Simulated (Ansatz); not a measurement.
```yaml
crystal:
  periodic: [false, false, false]
  atoms:
    - {symbol: B, position_ang: [-2.333851, 0.522350, -1.296641]}
    - {symbol: S, position_ang: [-0.477253, 2.888886, 0.164024]}
    - {symbol: C, position_ang: [1.947006, 0.525412, 0.735865]}
    - {symbol: As, position_ang: [0.346005, -2.243174, -1.305038]}
    - {symbol: H, position_ang: [-4.431585, 0.746861, -2.068996]}
    - {symbol: H, position_ang: [2.079220, 0.080626, 2.739486]}
    - {symbol: H, position_ang: [3.787229, 1.116471, 0.027362]}
    - {symbol: H, position_ang: [-0.742726, -3.745334, 0.898493]}
basis:
  gaussian: {orbitals: cc-pVTZ-DK, final_grid: {core_spheres: 5, valence_spheres: 4, degree: 11}}
hamiltonian: {xc: {name: HSE06}}
accuracy: high
scf: {lower_state_search: light}
```

```sh
$ ansatz run in.yaml --threads 2 --pin off --events-out ev --progress --plain --max-ram 4352MiB
```

Output, abridged:

```
Functional definition: HSE06
2950 factors; integrals over basis functions are off by at most 3.5e-8 eV
156 factors; integrals over basis functions are off by at most 1.8e-9 eV
mean field evaluation 1: about -74094.6307 eV, gradient 5.7e1 eV
mean field evaluation 2: about -73711.0300 eV, gradient 2.3e2 eV
mean field evaluation 4: about -74054.9449 eV, gradient 1.0e2 eV
mean field evaluation 8: about -74122.0610 eV, gradient 1.5e0 eV
mean field evaluation 16: about -74122.1439 eV, gradient 2.7e-1 eV
mean field evaluation 64: about -74122.0399 eV, gradient 1.7e0 eV
mean field evaluation 96: about -74122.0731 eV, gradient 3.6e0 eV
mean field evaluation 128: about -74121.9150 eV, gradient 2.2e0 eV
mean field evaluation 160: about -74121.4886 eV, gradient 7.3e0 eV
mean field evaluation 192: about -74122.1432 eV, gradient 4.3e-1 eV
mean field -74122.14484792 eV, -2723.9385813666 hartree, gradient 1.8e-8 eV, S^2 0.000000; 10 other end points of the search recorded, 0 dependent functions left out
reference -74122.14485790 eV, -2723.9385817336 hartree; 32, 32 occupied and 161, 161 virtual orbitals, 2950 factors
Total energy: -74122.14485790 eV, -2723.9385817336 hartree
Relativity: scalar
```

In this input the coordinates are in bohr but typed as ångström. Self-consistency was reached. The result belongs to that input, not to the molecule as meant.
